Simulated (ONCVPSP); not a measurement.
# Potentials for sulfur (S) compared

Generated with ld1.x 7.5 (TM, RRKJ, ultrasoft, PAW), atompaw 4.2 or ONCVPSP 4.0.1. The cutoff is in Ry: for ld1.x and atompaw files where the sum of valence levels is converged to 10 mRy in a Bessel basis, for ONCV files where the hardest occupied wave has 1 mHa per electron of residual kinetic energy. The error is the largest all-electron minus pseudo excitation energy over each file’s own four to seven test configurations (ionisations up to +4, promotions, holes and added fractions of an electron), all of which were solved. The labels leave out finer settings (local radius, basis sizes, second energies), which also bear on the numbers. Spin-polarised tests are not counted. The rows are a selection from randomly drawn settings: files with unsolved tests, undetermined cutoffs or missed reference levels are left out.

A true bound ghost makes a file unfit for plane-wave use even where its test errors are small: the radial tests pick states by their node count and pass the ghost by.

| potential | cutoff (Ry) | largest error (meV) | bound ghosts |
| --- | --- | --- | --- |
| ONCV, PBE, scalar-relativistic, rc 1.25/1.75 (sp), local smoothed, core correction yes, reference 3s2 3p4, qcut 5.4/5.6, projectors 3/2 | 26 | -38 | s |
| ONCV, PW91, non-relativistic, rc 0.85/0.65 (sp), local smoothed, core correction yes, reference 2s2 2p6 3s1.75 3p4.25, qcut 18.8/23.2, projectors 2/2 | 398 | +2.3 | none |
| ONCV, PBE, scalar-relativistic, rc 0.95/0.90 (sp), local smoothed, core correction no, reference 2s2 2p6 3s2 3p4, qcut 13.2/17.9, projectors 2/2 | 235 | +30 | none |
| ONCV, PBE, non-relativistic, rc 0.40/0.70 (sp), local smoothed, core correction yes, reference 2s2 2p6 3s2 3p4, qcut 26.4/23.4, projectors 2/2 | 514 | +3.9 | none |
| ONCV, PBEsol, scalar-relativistic, rc 1.45/1.65/1.40 (spd), local smoothed, core correction yes, reference 3s2 3p4, qcut 5.5/5.4/7.9, projectors 1/2/2 | 26 | +63 | none |
| ONCV, PBE, scalar-relativistic, rc 1.50/1.25 (sp), local p, core correction no, reference 3s2 3p4, qcut 4.4/5.4, projectors 2/0 | 39 | +50 | none |

Task: Fill in the row for S: ONCV, PBEsol, scalar-relativistic, rc 0.98/0.70/0.55 (spd), local smoothed, core correction yes, reference 2s2 2p6 3s2 3p2, qcut 20.3/21.3/19.1, projectors 2/2/1.

Result: cutoff 333 Ry, largest error +9.2 meV, bound ghosts: none.
